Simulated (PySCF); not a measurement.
SMILES C[C+](C)C (charge +1) (GFN2-xTB optimised geometry):

```
13

C      1.405    -0.133     0.000
C     -0.043    -0.133     0.000
C     -0.767     1.121     0.000
C     -0.767    -1.387     0.000
H      1.848    -1.126    -0.001
H      1.777     0.439     0.857
H      1.776     0.440    -0.857
H     -1.456     1.153     0.852
H     -0.129     2.000     0.007
H     -1.441     1.159    -0.863
H     -0.463    -1.990     0.864
H     -1.848    -1.274    -0.007
H     -0.450    -2.000    -0.851
```

Calculation: PBE0/def2-TZVP (PySCF).

Task: What are the frontier orbital energies?

Result: HOMO-2 -16.39 eV, HOMO-1 -16.26 eV, HOMO -16.26 eV, LUMO -8.59 eV, LUMO+1 -3.73 eV.

On the same geometry PBE/def2-TZVP (PySCF) gives HOMO-2 -14.84 eV, HOMO-1 -14.73 eV, HOMO -14.73 eV, LUMO -9.59 eV, LUMO+1 -4.51 eV.

Meta-Löwdin charges at PBE0/def2-TZVP: C1 -0.37, C2 0.40, C3 -0.37, C4 -0.37, H5 0.16, H6 0.20, H7 0.20, H8 0.20, H9 0.16, H10 0.20, H11 0.20, H12 0.16, H13 0.20.
